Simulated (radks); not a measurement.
Q: Species: Ta. Configuration: [Xe] 4f14 5d3.25 6s1.75 (fractional occupations, a model configuration). Method: Dirac Kohn-Sham, LDA (Slater exchange, Perdew-Wang correlation), spin-unpolarised, spherical densities, point nucleus; open shells fill j = l - 1/2 first; computed with a radial shooting solver on a logarithmic mesh with Libxc functionals. Some entries of the table are withheld. Estimate them.

orbital  occ.  eigenvalue (hartree)  <1/r> (bohr^-1)
1s1/2       2             -2470.337            85.41
2s1/2       2             -424.1636            20.74
2p1/2       2             -405.4740            20.71
2p3/2       4             -358.8424            17.49
3s1/2       2             -97.11731            7.607
3p1/2       2             -88.79905            7.525
3p3/2       4             -78.76292            6.694
3d3/2       4                   (1)              (2)
3d5/2       6                   (3)              (4)
4s1/2       2             -19.74780            3.197
4p1/2       2             -16.32055              (5)
4p3/2       4             -14.00093              (6)
4d3/2       4              -8.36132            2.579
4d5/2       6              -7.93519            2.509
5s1/2       2              -2.65105            1.224
5p1/2       2                   (7)            1.090
5p3/2       4                   (8)           0.9859
4f5/2       6              -0.92026            2.019
4f7/2       8              -0.84731            1.988
6s1/2    1.75                   (9)           0.3814
5d3/2    3.25              -0.13395             (10)
5d5/2       0              -0.11330             (11)
6p1/2       0              -0.06264           0.2746
6p3/2       0              -0.04667           0.2463
7s1/2       0              -0.00215          0.09246

A: 
(1) 3d3/2 eigenvalue (hartree): -64.67911
(2) 3d3/2 <1/r> (bohr^-1): 6.590
(3) 3d5/2 eigenvalue (hartree): -62.49143
(4) 3d5/2 <1/r> (bohr^-1): 6.392
(5) 4p1/2 <1/r> (bohr^-1): 3.087
(6) 4p3/2 <1/r> (bohr^-1): 2.796
(7) 5p1/2 eigenvalue (hartree): -1.65652
(8) 5p3/2 eigenvalue (hartree): -1.33328
(9) 6s1/2 eigenvalue (hartree): -0.19790
(10) 5d3/2 <1/r> (bohr^-1): 0.5993
(11) 5d5/2 <1/r> (bohr^-1): 0.5699
